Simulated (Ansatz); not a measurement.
`[SiH3][SiH]1[CH2][SbH]1` + H₂ → `[CH2]1[SiH2][SbH]1` + SiH₄ at 298.15 K and 1 bar (hydrogenolysis of the Si–Si bond).

Calculated with Ansatz (gas phase, PBE0-D4/def2-TZVP geometries, no zero-point term in ΔE). CBS: MP2 limit from def2 TZ/QZ plus the TZ coupled-cluster correction, frozen cores. This one scheme is used for every species. def2 core potentials past Kr. For Sb outer-core shells are correlated without core-valence functions, which leaves a few kJ/mol of doubt a bond.

| species | CCSD(T)/CBS energy (Eh) | H − E (kJ/mol) | S (J/(mol·K)) |
| --- | --- | --- | --- |
| `[SiH3][SiH]1[CH2][SbH]1` | -860.41383 | 198.0 | 370.6 |
| H₂ | -1.17544 | 35.1 | 130.4 |
| `[CH2]1[SiH2][SbH]1` | -570.12740 | 145.4 | 308.0 |
| SiH₄ | -291.46306 | 92.1 | 204.8 |

H − E and S are ideal-gas, rigid-rotor, harmonic terms from PBE0-D4/def2-TZVP, for one conformer and one mirror image of each species. The MP2-based limit puts H₂ 0.8 mEh under its directly extrapolated value; such offsets cancel only in part. 1 Eh = 2625.50 kJ/mol, R = 8.31446 J/(mol·K).

Task: By hand: ΔE, ΔH, ΔS and ΔG.

Result: ΔE = (-570.12740) + (-291.46306) − (-860.41383) − (-1.17544) = -0.00119 Eh = -3.1 kJ/mol. Δ(H − E) = 145.4 + 92.1 − 198.0 − 35.1 = 4.4, so ΔH = 1.3 kJ/mol. ΔS = 308.0 + 204.8 − 370.6 − 130.4 = 11.8 J/(mol·K). ΔG = 1.3 − 298.15 × (11.8)/1000 = -2.2 kJ/mol.

Task: By hand: the equilibrium constant, and the temperature at which ΔG would vanish if ΔH and ΔS stayed fixed.

Result: log₁₀ K = −ΔG/(RT ln 10) = 0.4. ΔG = 0 at ΔH/ΔS = 110 K, though so small a ΔH makes that figure unsure.

TΔS isn't small against ΔH here. The sign of ΔG lies within the doubt. A doubt of 5 kJ/mol in ΔE shifts log₁₀ K by 0.9 here. Other conformers and mirror images would add mixing entropy, several J/(mol·K) or more a flexible species. These are equilibria of isolated gas molecules and say nothing of rates. Largest T1 diagnostic: 0.014 (customary marks: 0.02 for closed shells, 0.045 for open ones).
